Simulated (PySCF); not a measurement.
Compound: C₂H₈OSi₂.
Atom-mapped SMILES: `[CH2:1]1[CH2:2][SiH2:3][O:4][SiH2:5]1` (hydrogens: H6, H7 on C1; H8, H9 on C2; H10, H11 on Si3; H12, H13 on Si5)

The same species was optimised twice, with GFN2-xTB and with PBE0-D3(BJ)/def2-SVP (PySCF), and the same property calculations (PySCF, gas phase) were run on both structures.

```csv
coordinate,GFN2-xTB,PBE0-D3(BJ)/def2-SVP,change
O4–Si5 (Å),1.639,1.681,+0.042
Si3–O4 (Å),1.639,1.680,+0.041
Si5–H13 (Å),1.460,1.495,+0.035
Si3–H10 (Å),1.460,1.495,+0.035
Si3–H11 (Å),1.457,1.492,+0.035
Si5–H12 (Å),1.458,1.492,+0.034
C2–Si3 (Å),1.910,1.897,-0.013
C1–Si5 (Å),1.910,1.897,-0.013
C1–H6 (Å),1.090,1.102,+0.012
C1–H7 (Å),1.092,1.104,+0.012
C2–H9 (Å),1.090,1.102,+0.012
C2–H8 (Å),1.092,1.104,+0.012
C1–C2 (Å),1.538,1.546,+0.008
H12–Si5–H13 (°),114.2,109.0,-5.2
H10–Si3–H11 (°),114.1,109.0,-5.1
Si3–O4–Si5 (°),120.2,115.4,-4.8
O4–Si5–H12 (°),106.5,110.6,+4.1
O4–Si3–H11 (°),106.7,110.6,+3.9
O4–Si3–H10 (°),107.2,110.1,+2.9
O4–Si5–H13 (°),107.3,110.1,+2.8
C2–Si3–O4 (°),98.3,100.1,+1.8
```

Rotational constants: A = 4827, B = 3170, C = 2085 MHz (GFN2-xTB) against A = 4776, B = 3128, C = 2068 MHz (PBE0-D3(BJ)/def2-SVP). Point groups within 0.08 Å: C2 and C2. Atoms that the bonding makes alike are paired by their places after alignment.

On the GFN2-xTB structure: lowest singlet, TDDFT (eV) 6.84 [B3LYP/def2-SVPD]; lowest triplet, Tamm–Dancoff (eV) 6.61 [B3LYP/def2-SVPD]; isotropic polarisability (au) 73.9 [B3LYP/def2-SVPD]; HOMO (eV) -7.94 [B3LYP/def2-SVPD]; LUMO (eV) -0.04 [B3LYP/def2-SVPD]; dipole (D) 1.71 [B3LYP/def2-SVPD]; HOMO (eV) -8.17 [PBE0/pcSseg-1]; LUMO (eV) 0.44 [PBE0/pcSseg-1]; dipole (D) 1.81 [PBE0/pcSseg-1]; GIAO shielding of C1/C2 (mean) (ppm) 177.8 [PBE0/pcSseg-1]; GIAO shielding of Si3/Si5 (mean) (ppm) 351.9 [PBE0/pcSseg-1]; GIAO shielding of O4 (ppm) 303.9 [PBE0/pcSseg-1].

**Question.** What do these properties become on the PBE0-D3(BJ)/def2-SVP structure?

**Answer.** 
```json
{"property": "lowest singlet, TDDFT (eV)", "level": "B3LYP/def2-SVPD", "on GFN2-xTB": "6.84", "on PBE0-D3(BJ)/def2-SVP": "6.88", "change": "+0.04"}
{"property": "lowest triplet, Tamm–Dancoff (eV)", "level": "B3LYP/def2-SVPD", "on GFN2-xTB": "6.61", "on PBE0-D3(BJ)/def2-SVP": "6.63", "change": "+0.02"}
{"property": "isotropic polarisability (au)", "level": "B3LYP/def2-SVPD", "on GFN2-xTB": "73.9", "on PBE0-D3(BJ)/def2-SVP": "76.0", "change": "+2.1"}
{"property": "HOMO (eV)", "level": "B3LYP/def2-SVPD", "on GFN2-xTB": "-7.94", "on PBE0-D3(BJ)/def2-SVP": "-8.02", "change": "-0.08"}
{"property": "LUMO (eV)", "level": "B3LYP/def2-SVPD", "on GFN2-xTB": "-0.04", "on PBE0-D3(BJ)/def2-SVP": "-0.06", "change": "-0.02"}
{"property": "dipole (D)", "level": "B3LYP/def2-SVPD", "on GFN2-xTB": "1.71", "on PBE0-D3(BJ)/def2-SVP": "1.86", "change": "+0.15"}
{"property": "energy, GFN2-xTB geometry as zero (kcal/mol)", "level": "B3LYP/def2-SVPD", "on GFN2-xTB": "0.0", "on PBE0-D3(BJ)/def2-SVP": "-4.5", "change": "-4.5"}
{"property": "HOMO (eV)", "level": "PBE0/pcSseg-1", "on GFN2-xTB": "-8.17", "on PBE0-D3(BJ)/def2-SVP": "-8.25", "change": "-0.08"}
{"property": "LUMO (eV)", "level": "PBE0/pcSseg-1", "on GFN2-xTB": "0.44", "on PBE0-D3(BJ)/def2-SVP": "0.42", "change": "-0.02"}
{"property": "dipole (D)", "level": "PBE0/pcSseg-1", "on GFN2-xTB": "1.81", "on PBE0-D3(BJ)/def2-SVP": "1.94", "change": "+0.13"}
{"property": "energy, GFN2-xTB geometry as zero (kcal/mol)", "level": "PBE0/pcSseg-1", "on GFN2-xTB": "0.0", "on PBE0-D3(BJ)/def2-SVP": "-3.7", "change": "-3.7"}
{"property": "GIAO shielding of C1/C2 (mean) (ppm)", "level": "PBE0/pcSseg-1", "on GFN2-xTB": "177.8", "on PBE0-D3(BJ)/def2-SVP": "176.5", "change": "-1.3"}
{"property": "GIAO shielding of Si3/Si5 (mean) (ppm)", "level": "PBE0/pcSseg-1", "on GFN2-xTB": "351.9", "on PBE0-D3(BJ)/def2-SVP": "350.4", "change": "-1.5"}
{"property": "GIAO shielding of O4 (ppm)", "level": "PBE0/pcSseg-1", "on GFN2-xTB": "303.9", "on PBE0-D3(BJ)/def2-SVP": "303.2", "change": "-0.7"}
```

The heavy atoms differ by 0.039 Å rms after alignment (one structure mirrored). Among all bonds Si3–O4 and O4–Si5 change most and about equally (+0.041 to +0.042 Å). Changes are differences of the printed values. Neither structure is proved a minimum here.
